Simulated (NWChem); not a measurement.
System: C₂H₅ClOSi; SMILES CC(=O)[SiH2]Cl

The following NWChem deck was run.

```
start job
memory heap 200 mb stack 900 mb global 1100 mb
geometry units angstroms noautoz
  C     -1.601982     1.326472     0.092029
  C     -0.093666     1.268438     0.112422
  O      0.611154     2.265323     0.099184
  Si     0.944411    -0.361986     0.161796
  Cl    -0.223249    -2.093778     0.189165
  H     -1.986585     0.789550    -0.784925
  H     -2.010487     0.814660     0.973043
  H     -1.938386     2.366845     0.071992
  H      1.798983    -0.392831    -1.046917
  H      1.771802    -0.336011     1.389316
end
basis spherical
  * library def2-tzvp
end
dft
  xc r2scan
  iterations 150
  semidirect filesize 400000000
  mulliken
end
task dft energy
```

NWChem printed, in part:

```
             Northwest Computational Chemistry Package (NWChem) 7.3.0
             --------------------------------------------------------

 C1  symmetry detected

                             Geometry "geometry" -> ""
                             -------------------------

 Output coordinates in angstroms (scale by  1.889725989 to convert to a.u.)

  No.       Tag          Charge          X              Y              Z
 ---- ---------------- ---------- -------------- -------------- --------------
    1 C                    6.0000    -1.58844658     1.44540789    -0.00058320
    2 C                    6.0000    -0.08265159     1.33872177     0.00012269
    3 O                    8.0000     0.65374785     2.31260085     0.00137360
    4 Si                  14.0000     0.90281114    -0.32476443    -0.00084565
    5 Cl                  17.0000    -0.31969211    -2.01850762     0.00066164
    6 H                    1.0000    -2.00014197     0.94181590    -0.88497849
    7 H                    1.0000    -2.00316348     0.92635078     0.87326069
    8 H                    1.0000    -1.89133732     2.49618684     0.00753591
    9 H                    1.0000     1.74209826    -0.35449476    -1.22024922
   10 H                    1.0000     1.74456050    -0.35411203     1.21679660

 Effective nuclear repulsion energy (a.u.)     266.5512248088

                                 NWChem DFT Module
                                 -----------------

 Summary of "ao basis" -> "ao basis" (spherical)
 ------------------------------------------------------------------------------
       Tag                 Description            Shells   Functions and Types
 ---------------- ------------------------------  ------  ---------------------
 C                         def2-tzvp                11       31   5s3p2d1f
 O                         def2-tzvp                11       31   5s3p2d1f
 Si                        def2-tzvp                13       37   5s5p2d1f
 Cl                        def2-tzvp                13       37   5s5p2d1f
 H                         def2-tzvp                 4        6   3s1p

            General Information
            -------------------
          SCF calculation type: DFT
          Wavefunction type:  closed shell.
          No. of atoms     :    10
          No. of electrons :    56
           Alpha electrons :    28
            Beta electrons :    28
          Charge           :     0
          Spin multiplicity:     1
          Use of symmetry is: off; symmetry adaption is: off
          Maximum number of iterations: 150
          AO basis - number of functions:   197
                     number of shells:    79
          Convergence on energy requested:  1.00D-06
          Convergence on density requested:  1.00D-05
          Convergence on gradient requested:  5.00D-04

              XC Information
              --------------
                      r^2SCAN Method XC Functional
               r^2SCAN metaGGA Exchange Functional  1.000
                     r^2SCAN Correlation Potential  1.000

             Grid Information
             ----------------
          Grid used for XC integration:  medium
          Radial quadrature: Mura-Knowles
          Angular quadrature: Lebedev.
          Tag              B.-S. Rad. Rad. Pts. Rad. Cut. Ang. Pts.
          ---              ---------- --------- --------- ---------
          C                   0.70       49          11.0       434
          O                   0.60       49          11.0       434
          Si                  1.10       88          11.0       590
          Cl                  1.00       88          12.0       590
          H                   0.35       45          12.0       434
          Grid pruning is: on
          Number of quadrature shells:   548
          Spatial weights used:  Erf1

      Superposition of Atomic Density Guess
      -------------------------------------

 Sum of atomic energies:        -900.93910876

      Non-variational initial energy
      ------------------------------

 Total energy =    -902.937135
 1-e energy   =   -1772.533304
 2-e energy   =     603.044944
 HOMO         =      -0.284053
 LUMO         =      -0.048211

------------------------------------------------------------
EAF file 0: "./job.aoints.0" size=529006592 bytes
------------------------------------------------------------
               write      read    awrite     aread      wait
               -----      ----    ------     -----      ----
     calls:     1009         0         0         0         0
   data(b): 5.29e+08  0.00e+00  0.00e+00  0.00e+00
   time(s): 0.00e+00  0.00e+00  0.00e+00  0.00e+00  0.00e+00
rate(mb/s): 0.00e+00  0.00e+00
------------------------------------------------------------

     ---------------------------------------------
      Total Density - Mulliken Population Analysis
     ---------------------------------------------

    Atom       Charge   Shell Charges
 -----------   ------   -------------------------------------------------------
    1 C    6     6.54   0.86  1.12  0.56  0.67  0.13  1.27  1.45  0.45  0.01  0.03  0.00
    2 C    6     5.44   0.86  1.12  0.54  0.64  0.13  0.92  0.94  0.13  0.04  0.11  0.01
    3 O    8     8.74   0.79  1.18  0.62  0.96  0.29  2.00  2.10  0.78  0.00  0.02  0.00
    4 Si  14    13.34   2.00  0.59  1.39  0.87  0.42  4.11  1.73  0.48  1.14  0.36  0.10  0.12  0.03
    5 Cl  17    17.41   2.01  0.45  1.52  1.11  0.84  4.19  1.69  1.11  2.97  1.52  0.00  0.02  0.00
    6 H    1     0.80   0.23  0.43  0.12  0.02
    7 H    1     0.80   0.23  0.43  0.12  0.02
    8 H    1     0.84   0.24  0.44  0.14  0.02
    9 H    1     1.04   0.23  0.54  0.26  0.01
   10 H    1     1.04   0.23  0.54  0.26  0.01

   convergence    iter        energy       DeltaE   RMS-Dens  Diis-err
 ---------------- ----- ----------------- --------- --------- ---------
 d= 0,ls=0.0,diis     1   -903.9913875789 -1.17D+03  9.10D-03  1.61D+00
 d= 0,ls=0.0,diis     2   -903.2557546700  7.36D-01  8.19D-03  7.88D+00
 d= 0,ls=0.0,diis     3   -904.0860866569 -8.30D-01  2.20D-03  3.15D-01
 d= 0,ls=0.0,diis     4   -904.1078662226 -2.18D-02  1.15D-03  7.05D-02
 d= 0,ls=0.0,diis     5   -904.1167290308 -8.86D-03  2.28D-04  2.83D-03
  Resetting Diis
 d= 0,ls=0.0,diis     6   -904.1171276714 -3.99D-04  3.04D-05  9.91D-05
 d= 0,ls=0.0,diis     7   -904.1171392692 -1.16D-05  2.20D-05  5.24D-06
 d= 0,ls=0.0,diis     8   -904.1171374357  1.83D-06  1.41D-05  2.40D-05
 d= 0,ls=0.0,diis     9   -904.1171397597 -2.32D-06  2.63D-06  1.38D-06
 d= 0,ls=0.0,diis    10   -904.1171399018 -1.42D-07  3.99D-07  2.19D-08

         Total DFT energy =     -904.117139901827
      One electron energy =    -1776.244854060059
           Coulomb energy =      675.930897611920
    Exchange-Corr. energy =      -70.354408262500
 Nuclear repulsion energy =      266.551224808812

 Numeric. integr. density =       56.000022559448

                       DFT Final Molecular Orbital Analysis
                       ------------------------------------

 Vector   26  Occ=2.000000D+00  E=-3.135999D-01
              MO Center= -1.5D-01, -1.6D+00,  5.1D-04, r^2= 2.7D+00
   Bfn.  Coefficient  Atom+Function         Bfn.  Coefficient  Atom+Function
  ----- ------------  ---------------      ----- ------------  ---------------
   145      0.447250   5 Cl px              148      0.278052   5 Cl px
   146     -0.238362   5 Cl py              142      0.206567   5 Cl px
   136     -0.170029   5 Cl px              149     -0.150650   5 Cl py
    68      0.116246   3 O  px              143     -0.109320   5 Cl py
    71      0.095446   3 O  px              137      0.090407   5 Cl py

 Vector   27  Occ=2.000000D+00  E=-2.971817D-01
              MO Center=  2.6D-01, -1.4D+00,  1.1D-04, r^2= 3.1D+00
   Bfn.  Coefficient  Atom+Function         Bfn.  Coefficient  Atom+Function
  ----- ------------  ---------------      ----- ------------  ---------------
   147      0.462596   5 Cl pz              150      0.301381   5 Cl pz
   144      0.216077   5 Cl pz              138     -0.176138   5 Cl pz
   187      0.139538   9 H  s               193     -0.139589  10 H  s
   110     -0.136096   4 Si pz              188      0.108069   9 H  s
   194     -0.108071  10 H  s               186      0.086885   9 H  s

 Vector   28  Occ=2.000000D+00  E=-2.244548D-01
              MO Center=  2.6D-01,  1.5D+00,  5.1D-04, r^2= 2.9D+00
   Bfn.  Coefficient  Atom+Function         Bfn.  Coefficient  Atom+Function
  ----- ------------  ---------------      ----- ------------  ---------------
    68      0.289395   3 O  px               69     -0.249946   3 O  py
    71      0.241285   3 O  px               72     -0.206481   3 O  py
    74      0.188336   3 O  px                5      0.174144   1 C  s
    75     -0.168060   3 O  py                6      0.163086   1 C  px
    97     -0.163544   4 Si s                36     -0.154010   2 C  s

 Vector   29  Occ=0.000000D+00  E=-9.358897D-02
              MO Center=  1.4D-01,  1.3D+00, -1.0D-04, r^2= 2.4D+00
   Bfn.  Coefficient  Atom+Function         Bfn.  Coefficient  Atom+Function
  ----- ------------  ---------------      ----- ------------  ---------------
    42      0.353298   2 C  pz               39      0.328189   2 C  pz
    45      0.305823   2 C  pz               76     -0.302410   3 O  pz
    70     -0.298779   3 O  pz               73     -0.250411   3 O  pz
   188      0.194977   9 H  s               194     -0.194713  10 H  s
   113      0.157524   4 Si pz              122      0.115214   4 Si d  1

 Vector   30  Occ=0.000000D+00  E=-1.476067D-02
              MO Center=  7.8D-01, -5.1D-01, -1.2D-03, r^2= 4.1D+00
   Bfn.  Coefficient  Atom+Function         Bfn.  Coefficient  Atom+Function
  ----- ------------  ---------------      ----- ------------  ---------------
   112      0.664728   4 Si py              135      0.455005   5 Cl s
   109      0.412999   4 Si py                5      0.367463   1 C  s
   111      0.343714   4 Si px               36     -0.332287   2 C  s
   149      0.277880   5 Cl py              148      0.242742   5 Cl px
    97     -0.229201   4 Si s               134      0.212679   5 Cl s

 Vector   31  Occ=0.000000D+00  E= 1.181856D-02
              MO Center=  8.7D-01, -4.5D-01, -1.7D-03, r^2= 4.5D+00
   Bfn.  Coefficient  Atom+Function         Bfn.  Coefficient  Atom+Function
  ----- ------------  ---------------      ----- ------------  ---------------
   111      1.065688   4 Si px              112     -0.661046   4 Si py
     5      0.554378   1 C  s               188     -0.540418   9 H  s
   194     -0.540638  10 H  s                36      0.516476   2 C  s
    44     -0.357453   2 C  py              170     -0.315911   6 H  s
   176     -0.310365   7 H  s               108      0.256825   4 Si px

------------------------------------------------------------
EAF file 0: "./job.aoints.0" size=937951232 bytes
------------------------------------------------------------
               write      read    awrite     aread      wait
               -----      ----    ------     -----      ----
     calls:     1789         9         0     16092     16092
   data(b): 9.38e+08  4.72e+06  0.00e+00  8.44e+09
   time(s): 0.00e+00  0.00e+00  0.00e+00  0.00e+00  0.00e+00
rate(mb/s): 0.00e+00  0.00e+00
------------------------------------------------------------

     ---------------------------------------------
      Total Density - Mulliken Population Analysis
     ---------------------------------------------

    Atom       Charge   Shell Charges
 -----------   ------   -------------------------------------------------------
    1 C    6     6.33   0.86  1.12  0.51  0.69  0.07  1.32  1.31  0.40  0.01  0.03  0.00
    2 C    6     5.86   0.86  1.11  0.55  0.64  0.08  1.20  1.09  0.13  0.04  0.15  0.01
    3 O    8     8.30   0.79  1.18  0.62  0.91  0.36  1.86  1.81  0.73  0.00  0.03  0.00
    4 Si  14    13.62   2.00  0.57  1.39  0.90  0.36  4.13  1.69  0.58  1.33  0.27  0.14  0.20  0.04
    5 Cl  17    17.27   2.01  0.44  1.52  1.11  0.85  4.19  1.67  1.11  2.87  1.46  0.01  0.03  0.00
    6 H    1     0.87   0.27  0.48  0.10  0.02
    7 H    1     0.87   0.27  0.48  0.10  0.02
    8 H    1     0.87   0.27  0.48  0.10  0.02
    9 H    1     1.01   0.25  0.55  0.21  0.01
   10 H    1     1.01   0.25  0.55  0.21  0.01

     -------------------------------------------
      Total Density - Lowdin Population Analysis
     -------------------------------------------

    Atom       Charge   Shell Charges
 -----------   ------   -------------------------------------------------------
    1 C    6     6.29   0.91  1.04  0.37  0.36  0.17  1.14  1.42  0.63  0.02  0.20  0.02
    2 C    6     6.44   0.91  1.04  0.38  0.34  0.20  1.05  1.21  0.55  0.06  0.62  0.09
    3 O    8     7.86   0.87  1.09  0.54  0.59  0.33  1.71  1.80  0.85  0.00  0.07  0.01
    4 Si  14    13.95   2.00  0.84  1.09  0.55  0.33  3.85  1.87  0.69  1.19  0.63  0.15  0.61  0.15
    5 Cl  17    16.82   1.98  0.84  1.14  0.90  0.77  3.93  1.89  1.26  2.49  1.57  0.01  0.04  0.00
    6 H    1     0.86   0.25  0.39  0.16  0.06
    7 H    1     0.86   0.25  0.39  0.16  0.06
    8 H    1     0.87   0.25  0.39  0.16  0.06
    9 H    1     1.03   0.25  0.47  0.28  0.03
   10 H    1     1.03   0.25  0.47  0.28  0.03

     Multipole analysis of the density
     ---------------------------------

     L   x y z        total         alpha         beta         nuclear
     -   - - -        -----         -----         ----         -------
     0   0 0 0     -0.000000    -28.000000    -28.000000     56.000000

     1   1 0 0     -0.519748     -0.259874     -0.259874     -0.000000
     1   0 1 0     -0.127848     -0.063924     -0.063924      0.000000
     1   0 0 1     -0.001920     -0.000960     -0.000960     -0.000000

     2   2 0 0    -31.698844   -104.083712   -104.083712    176.468580
     2   1 1 0     -3.449378      7.515979      7.515979    -18.481336
     2   1 0 1      0.001381     -0.002745     -0.002745      0.006871
     2   0 2 0    -38.921144   -278.436590   -278.436590    517.952036
     2   0 1 1     -0.006274     -0.000353     -0.000353     -0.005568
     2   0 0 2    -32.398598    -24.261807    -24.261807     16.125015
```

Level: r2SCAN/def2-TZVP. Coordinates come from a B3LYP/6-31G* (spherical d) optimisation.
